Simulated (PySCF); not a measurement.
C3H6BFO, SMILES CB(O)C(F)=C.

The structure is a stationary point at PBE0-D3(BJ)/def2-SVP. The structure was generated by enumeration, and PubChem lists no compound with its InChIKey, so it may never have been made. One conformer was computed; it need not be the lowest.

The numbers are results of PySCF 2.14.0 with PBE0-D3(BJ)/def2-SVP, not measurements.

Frequencies are harmonic and unscaled.

Problem. Give all harmonic wavenumbers and intensities. (Estimate from the structure and the level; the computed values follow.)

Solution. 
| mode | ν (cm⁻¹) | IR (km/mol) | Raman (Å⁴/amu) | depolarisation | moving atoms (share of kinetic energy) |
|---|---|---|---|---|---|
| 1 | 54 | 2.7 | 1.3 | 0.75 | C 35 %, H 30 %, F 23 %, O 12 % |
| 2 | 78 | 0.0 | 0.3 | 0.75 | H 84 % |
| 3 | 181 | 2.0 | 0.5 | 0.65 | C 39 %, F 25 %, H 22 %, O 11 % |
| 4 | 310 | 1.4 | 3.3 | 0.75 | C 32 %, H 28 %, B 28 % |
| 5 | 312 | 1.7 | 2.0 | 0.61 | C 36 %, H 30 %, O 26 % |
| 6 | 440 | 1.7 | 1.1 | 0.69 | C 28 %, O 27 %, F 27 %, H 11 % |
| 7 | 459 | 12.4 | 1.4 | 0.36 | H 32 %, C 23 %, F 22 %, B 13 %, O 9 % |
| 8 | 525 | 28.8 | 0.9 | 0.75 | H 56 %, C 24 %, B 14 % |
| 9 | 618 | 56.5 | 3.4 | 0.75 | H 78 %, C 12 % |
| 10 | 683 | 5.7 | 8.9 | 0.14 | C 49 %, H 26 %, O 12 %, F 10 % |
| 11 | 767 | 0.2 | 2.8 | 0.75 | H 84 %, C 12 % |
| 12 | 835 | 1.2 | 1.8 | 0.19 | H 61 %, C 26 %, O 10 % |
| 13 | 889 | 57.0 | 0.1 | 0.75 | H 43 %, B 35 %, C 19 % |
| 14 | 922 | 42.1 | 2.1 | 0.75 | H 70 %, C 30 % |
| 15 | 952 | 108.9 | 4.3 | 0.69 | H 47 %, F 22 %, C 21 % |
| 16 | 963 | 51.5 | 2.5 | 0.48 | H 63 %, C 16 %, B 8 % |
| 17 | 1179 | 36.4 | 1.5 | 0.69 | H 46 %, B 23 %, C 22 % |
| 18 | 1287 | 52.2 | 3.9 | 0.69 | H 55 %, C 28 % |
| 19 | 1354 | 147.5 | 15.0 | 0.52 | H 47 %, C 36 %, B 11 % |
| 20 | 1381 | 248.4 | 5.9 | 0.69 | H 53 %, B 25 %, C 16 % |
| 21 | 1399 | 79.3 | 10.5 | 0.46 | H 63 %, B 19 %, C 13 % |
| 22 | 1422 | 5.7 | 14.6 | 0.75 | H 96 % |
| 23 | 1472 | 43.3 | 6.5 | 0.58 | H 42 %, B 40 %, O 9 %, C 8 % |
| 24 | 1725 | 25.3 | 58.0 | 0.20 | C 90 % |
| 25 | 3050 | 2.3 | 151.8 | 0.00 | H 97 % |
| 26 | 3139 | 1.4 | 71.9 | 0.75 | H 91 %, C 9 % |
| 27 | 3154 | 17.8 | 83.1 | 0.75 | H 90 %, C 10 % |
| 28 | 3182 | 1.7 | 110.3 | 0.14 | H 94 % |
| 29 | 3298 | 0.2 | 59.6 | 0.75 | H 89 %, C 11 % |
| 30 | 3911 | 86.9 | 96.0 | 0.29 | H 94 % |
